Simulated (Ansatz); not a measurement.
`FB[SiH2]Cl` + `C[SeH]` → `C[Se]BF` + `[SiH3]Cl` at 700 K and 1 bar (cleavage of the B–Si bond).

Calculated with Ansatz (gas phase, PBE0-D4/def2-TZVP geometries, no zero-point term in ΔE). CBS: MP2 limit from def2 TZ/QZ plus the TZ coupled-cluster correction, frozen cores. This one scheme is used for every species. For Se outer-core shells are correlated without core-valence functions, which leaves a few kJ/mol of doubt a bond. Scalar relativity is left out up to krypton. Each species was taken in one conformer, which may not be the lowest.

```csv
species,CCSD(T)/CBS energy (Eh),H − E (kJ/mol),S (J/(mol·K))
`FB[SiH2]Cl`,-875.32301,148.5,414.6
`C[SeH]`,-2441.15625,157.6,325.3
`C[Se]BF`,-2565.82397,200.3,411.8
`[SiH3]Cl`,-750.69636,107.0,306.3
```

H − E and S are ideal-gas, rigid-rotor, harmonic terms from PBE0-D4/def2-TZVP, for one conformer and one mirror image of each species. 1 Eh = 2625.50 kJ/mol, R = 8.31446 J/(mol·K).

Question: By hand: ΔE, ΔH, ΔS and ΔG.

Answer: ΔE = (-2565.82397) + (-750.69636) − (-875.32301) − (-2441.15625) = -0.04107 Eh = -107.8 kJ/mol. Δ(H − E) = 200.3 + 107.0 − 148.5 − 157.6 = 1.2, so ΔH = -106.6 kJ/mol. ΔS = 411.8 + 306.3 − 414.6 − 325.3 = -21.8 J/(mol·K). ΔG = -106.6 − 700 × (-21.8)/1000 = -91.3 kJ/mol.

Question: By hand: the equilibrium constant, and the temperature at which ΔG would vanish if ΔH and ΔS stayed fixed.

Answer: log₁₀ K = −ΔG/(RT ln 10) = 6.8. ΔG = 0 at ΔH/ΔS = 4890 K, far beyond where these terms or the molecules hold.

ΔH outweighs TΔS. A doubt of 5 kJ/mol in ΔE shifts log₁₀ K by 0.4 here. Other conformers and mirror images would add mixing entropy, several J/(mol·K) or more a flexible species. These are equilibria of isolated gas molecules and say nothing of rates. Largest T1 diagnostic: 0.012 (customary marks: 0.02 for closed shells, 0.045 for open ones).
